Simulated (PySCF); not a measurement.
C₄H₄N, SMILES c1cc[c][nH]1, multiplicity 2.

Geometry: B3LYP-D3(BJ)/def2-SVP. The isomer is the one that the SMILES or the coordinates give; other isomers of the formula were not compared.

Calculation: PySCF with SMD-M06-2X/def2-SVP.

Solvation free energies are E(SMD) − E(gas) at the gas-phase geometry, for 1 M in both phases. In vacuum the dipole moment is 1.88 D.

Computed solvation free energies in water, chloroform, methanol:
| solvent | ΔG(solv) (kcal/mol) | its non-electrostatic (CDS) part | dipole (D) |
|---|---|---|---|
| water | -2.6 | 4.3 | 2.58 |
| chloroform | -6.3 | -1.6 | 2.35 |
| methanol | -5.4 | 1.2 | 2.55 |
